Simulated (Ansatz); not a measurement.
Basis-set extrapolation for C3H7BSi (PBE0-D4/def2-TZVP geometry, frozen core, Ansatz). Multiplicity 1, RHF reference.

```json
{"": "HF", "def2-TZVPP": "-431.241581", "def2-QZVPP": "-431.256783"}
{"": "MP2 correlation", "def2-TZVPP": "-0.727227", "def2-QZVPP": "-0.772340"}
{"": "CCSD(T) correlation", "def2-TZVPP": "-0.807378", "def2-QZVPP": "not run"}
```

Energies in hartree. Use E(X) = E(∞) + A·exp(−7.88·√X) for Hartree–Fock and E(X) = E(∞) + B·X^(−2.97) for correlation, with X = 3 and 4, and add CCSD(T) minus MP2 of the smaller set to the MP2 limit.

What is the CCSD(T) energy at the basis-set limit?

HF limit: -431.256783 + (-0.015202) × 0.13774 = -431.25888. MP2 limit: -0.772340 + (-0.045113) × 0.74074 = -0.80576. Higher-order term: -0.807378 − (-0.727227) = -0.08015. Total: -432.14479 hartree, 251.6 kJ/mol below CCSD(T)/def2-TZVPP.
